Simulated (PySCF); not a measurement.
Isomers of C5H8F3OP.

All values: PBE0/pcSseg-1 (PySCF) at PBE0-D3(BJ)/def2-SVP geometries, gas phase, one conformer each.

(1) Rank by the highest IAO charge on any atom, lowest value first.
A. `[CH3:1][O:2][CH2:3][P:4]([CH3:5])[C:6]([F:7])=[C:8]([F:9])[F:10]` with C1–O2–C3–P4 -171°, O2–C3–P4–C5 -48°, C3–P4–C6–F7 -156°
B. `[CH2:1]=[CH:2][CH2:3][P@:4]([CH3:5])(=[O:6])[C:7]([F:8])([F:9])[F:10]` with C1–C2–C3–P4 -115°, C2–C3–P4–C5 72°
C. `[O:1]=[P@@H:2]1[CH2:3][CH2:4][CH2:5][C@H:6]1[C:7]([F:8])([F:9])[F:10]` with O1–P2–C3–C4 -146°, P2–C3–C4–C5 42°, C3–C4–C5–C6 -47°, C4–C5–C6–C7 -95°
D. `[CH3:1][CH2:2][P@:3]([CH3:4])(=[O:5])[C:6]([F:7])=[C:8]([F:9])[F:10]` with C1–C2–P3–C4 -56°, C2–P3–C6–F7 -73°

(2) Rank by the lowest Hirshfeld charge on any atom, highest value first.
A. `[CH3:1][CH2:2][P@:3]([CH3:4])(=[O:5])[C:6]([F:7])=[C:8]([F:9])[F:10]` with C1–C2–P3–C4 -56°, C2–P3–C6–F7 -73°
B. `[CH3:1][O:2][CH2:3][P:4]([CH3:5])[C:6]([F:7])=[C:8]([F:9])[F:10]` with C1–O2–C3–P4 -171°, O2–C3–P4–C5 -48°, C3–P4–C6–F7 -156°
C. `[CH2:1]=[CH:2][CH2:3][P@:4]([CH3:5])(=[O:6])[C:7]([F:8])([F:9])[F:10]` with C1–C2–C3–P4 -115°, C2–C3–P4–C5 72°

(3) Rank by HOMO energy, highest first.
A. `[CH3:1][O:2][CH2:3][P:4]([CH3:5])[C:6]([F:7])=[C:8]([F:9])[F:10]` with C1–O2–C3–P4 -171°, O2–C3–P4–C5 -48°, C3–P4–C6–F7 -156°
B. `[O:1]=[P@@H:2]1[CH2:3][CH2:4][CH2:5][C@H:6]1[C:7]([F:8])([F:9])[F:10]` with O1–P2–C3–C4 -146°, P2–C3–C4–C5 42°, C3–C4–C5–C6 -47°, C4–C5–C6–C7 -95°
C. `[CH3:1][CH2:2][P@:3]([CH3:4])(=[O:5])[C:6]([F:7])=[C:8]([F:9])[F:10]` with C1–C2–P3–C4 -56°, C2–P3–C6–F7 -73°

Results:

(1) A (+0.524 e), C (+1.366 e), B (+1.487 e), D (+1.525 e).

(2) B (-0.167 e), C (-0.396 e), A (-0.408 e).

(3) A (-6.60 eV), C (-7.67 eV), B (-7.93 eV).

All values together:

```
                      SMILES  μ (D)  HOMO (eV)  LUMO (eV)  lowest IAO charge (e)  highest IAO charge (e)  lowest Hirshfeld charge (e)  highest Hirshfeld charge (e)
O=[P@@H]1CC[C@H](C(F)(F)F)C1   3.62      -7.87       0.40             -0.890 (O)              +1.376 (P)                   -0.404 (O)                    +0.415 (P)
  O=[P@@H]1CCC[C@H]1C(F)(F)F   4.13      -7.93       0.63             -0.886 (O)              +1.366 (P)                   -0.401 (O)                    +0.403 (P)
           COCP(C)C(F)=C(F)F   2.89      -6.60       0.28             -0.606 (C)              +0.524 (P)                   -0.167 (C)                    +0.144 (P)
     CC[P@](C)(=O)C(F)=C(F)F   3.63      -7.67      -0.26             -0.909 (O)              +1.525 (P)                   -0.408 (O)                    +0.416 (P)
     C=CC[P@](C)(=O)C(F)(F)F   4.05      -7.77      -0.45             -0.895 (O)              +1.487 (P)                   -0.396 (O)                    +0.406 (P)
```

Conformers: `[O:1]=[P@@H:2]1[CH2:3][CH2:4][C@H:5]([C:6]([F:7])([F:8])[F:9])[CH2:10]1` with O1–P2–C3–C4 -109°, P2–C3–C4–C5 -38°, C3–C4–C5–C6 173°, C4–C5–C10–P2 -36°; `[O:1]=[P@@H:2]1[CH2:3][CH2:4][CH2:5][C@H:6]1[C:7]([F:8])([F:9])[F:10]` with O1–P2–C3–C4 -146°, P2–C3–C4–C5 42°, C3–C4–C5–C6 -47°, C4–C5–C6–C7 -95°; `[CH3:1][O:2][CH2:3][P:4]([CH3:5])[C:6]([F:7])=[C:8]([F:9])[F:10]` with C1–O2–C3–P4 -171°, O2–C3–P4–C5 -48°, C3–P4–C6–F7 -156°; `[CH3:1][CH2:2][P@:3]([CH3:4])(=[O:5])[C:6]([F:7])=[C:8]([F:9])[F:10]` with C1–C2–P3–C4 -56°, C2–P3–C6–F7 -73°; `[CH2:1]=[CH:2][CH2:3][P@:4]([CH3:5])(=[O:6])[C:7]([F:8])([F:9])[F:10]` with C1–C2–C3–P4 -115°, C2–C3–P4–C5 72°.
